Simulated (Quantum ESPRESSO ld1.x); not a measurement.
Task: The mean radii <r> (bohr) of the occupied orbitals of an atom or ion are listed with their occupations. Method: Dirac Kohn-Sham, revPBE, spin-unpolarised, spherical densities, point nucleus; computed with ld1.x of Quantum ESPRESSO 7.5.

orbital  occ.      <r>
1s1/2       2  0.04993
2s1/2       1   0.2053

Name the element and its charge. Open shells, if any, fill j = l - 1/2 first.

Result: Z = 30, zinc, charge +27: Zn27+ in [He] 2s1. The 1s radius gives Z: for a bare nucleus <r> = (2 gamma + 1)/(2Z) with gamma = sqrt(1 - (Z/c)^2), 0.04919 bohr for Z = 30, and screening makes it slightly larger (0.04993 here). The occupations add up to 3, and the charge is Z minus that.
